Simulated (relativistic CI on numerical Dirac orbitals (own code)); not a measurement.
One change at a time: Re73+

Base calculation: Dirac-Coulomb-Breit CI, orbitals from a KLI potential per configuration, model QED, unscaled Slater integrals.

CI space: 1s2, 1s.2s, 1s.2p, 1s.3s, 1s.3p, 1s.3d, 1s.4s, 1s.4p, 1s.4d, 1s.4f, 1s.5s, 1s.5p, 1s.5d, 1s.5f, 1s.5g, 1s.6s, 1s.6p, 1s.6d, 2s2. Levels of other configurations are missing.

The lowest level and the first level of each name with at least 55 % of one term (blank where a level has no safe partner in the second run):

```csv
Level,Base (eV),Shift (eV)
1s2 1S_0,0.0,0.0
1s.2s 3S_1,60745.2,-4241.5
1s.2p 3P°_1,60862.7,-4283.3
1s.2s 1S_0,60902.2,-4310.7
1s.2p 3P°_0,60905.2,-4325.8
1s.2p 3P°_2,62537.2,-5957.7
1s.2p 1P°_1,62588.2,-5940.8
1s.3s 3S_1,72523.5,-5582.8
1s.3p 3P°_1,72554.8,-5593.0
1s.3s 1S_0,72565.3,-5601.5
1s.3p 3P°_0,72565.8,-5604.0
1s.3p 3P°_2,73053.4,-6091.6
1s.3d 3D_2,73063.1,-6088.4
1s.3d 3D_1,73067.5,-6092.8
1s.3p 1P°_1,73068.7,-6088.7
1s.3d 3D_3,73205.0,-6230.3
1s.3d 1D_2,73208.1,-6232.5
1s.4s 3S_1,76559.6,-5976.8
1s.4p 3P°_1,76572.1,-5980.7
1s.4s 1S_0,76576.4,-5984.3
1s.4p 3P°_0,76576.5,-5985.1
1s.4p 3P°_2,76780.9,-6189.4
```

At this charge energies of transitions that change n are usually good to better than 1 %, and those within a shell (Δn = 0) to a few per cent.

Task: One thing was changed in a second run, which moved the levels as shown. Which?
A. QED terms removed
B. configuration mixing switched off
C. one mean potential for all configurations
D. Breit term removed
E. non-relativistic limit

Result: E. Non-relativistic limit. Without relativity the fine structure collapses and s electrons lose their extra binding.

LS names give the leading component of a level, which can be under half, so a name can repeat, a term be missing and a line seem to break the LS rules.
